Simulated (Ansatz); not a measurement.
## SnH2Cl (SMILES [Cl][SnH2]): methods side by side

SnH2Cl has 4 atoms, charge 0, and is taken as a doublet. SMILES: `[Cl][SnH2]`. Geometry: relaxed at PBE0-D4/def2-TZVP.

```xyz
4

Cl   -1.8826    0.3984   -0.5850
Sn    0.3800   -0.1796   -0.3971
H     0.4125   -1.5000    0.7096
H     1.1455    1.2210    0.2521
```

Each level gives the energy change with the Cl1–Sn2 bond stretched from 2.343 to 3.514 Å (eV). The values are calculated.

```json
{"level": "UHF/STO-3G", "kind": "Hartree–Fock", "program": "Ansatz", "value (eV)": "3.75", "less FCI/STO-3G": "+0.21"}
{"level": "U-revPBE/STO-3G", "kind": "GGA", "program": "Ansatz", "value (eV)": "2.98", "less FCI/STO-3G": "-0.56"}
{"level": "U-r2SCAN/STO-3G", "kind": "meta-GGA", "program": "Ansatz", "value (eV)": "3.31", "less FCI/STO-3G": "-0.23"}
{"level": "UPBE0/STO-3G", "kind": "global hybrid", "program": "Ansatz", "value (eV)": "3.43", "less FCI/STO-3G": "-0.11"}
{"level": "U-wB97X/STO-3G", "kind": "range-separated hybrid", "program": "Ansatz", "value (eV)": "3.64", "less FCI/STO-3G": "+0.10"}
{"level": "UCAM-B3LYP/STO-3G", "kind": "range-separated hybrid", "program": "Ansatz", "value (eV)": "3.53", "less FCI/STO-3G": "-0.01"}
{"level": "RPA@PBE/STO-3G", "kind": "RPA", "program": "Ansatz", "value (eV)": "2.94", "less FCI/STO-3G": "-0.60"}
{"level": "UBCCD(T)/STO-3G", "kind": "coupled cluster or CI", "program": "Ansatz", "value (eV)": "3.55", "less FCI/STO-3G": "+0.01"}
{"level": "FCI/STO-3G", "kind": "exact in the basis", "program": "Ansatz", "value (eV)": "3.54", "less FCI/STO-3G": "0.00"}
```

FCI/STO-3G is exact within its basis and frozen core, so for wave-function methods in that basis the difference is their error; functionals converge differently with the basis, so for them it is only a difference. All-electron rows without a relativistic Hamiltonian named are non-relativistic. The first shape isn't each level's own minimum. The values span 2.94 to 3.75 eV. Spin contamination of the reference (⟨S²⟩ at least 0.1 too high) touches UHF/STO-3G, U-wB97X/STO-3G, UCAM-B3LYP/STO-3G, UBCCD(T)/STO-3G. All rows use very small basis sets, so even the best lies far from the true value. In the correlated wave-function rows the outer d shell of Sn is correlated, in sets not made for it.
